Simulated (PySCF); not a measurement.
Computed shifts of a molecule C4H12Si2, PBE/pcSseg-1 (PySCF), GIAO, gas phase, atoms alike by connectivity averaged where their shifts nearly agree, in ppm (number of nuclei): ¹³C: 150.0 (1), 136.9 (1), 30.0 (1), -7.9 (1). ²⁹Si: -61.5 (1), -72.0 (1). ¹H: 6.12 (2), 4.62 (1), 4.48 (1), 4.41 (1), 4.25 (1), 2.27 (3), 0.56 (3). References: ¹³C against TMS (σ = 182.0 ppm); ²⁹Si against TMS (σ = 335.4 ppm); ¹H against TMS (σ = 31.49 ppm), references at their B3LYP-D3(BJ)/def2-TZVP geometries, non-relativistic. Geometry optimised at PBE0-D3(BJ)/def2-SVP. One conformer was computed; it need not be the lowest.

Pick the molecule that these values belong to.
A. C=C(C)[SiH2][SiH2]C
B. C=C(C[SiH3])[SiH2]C
C. [SiH3][C@@H]1CCC[SiH2]1
D. C=CCC([SiH3])[SiH3]

A, C=C(C)[SiH2][SiH2]C
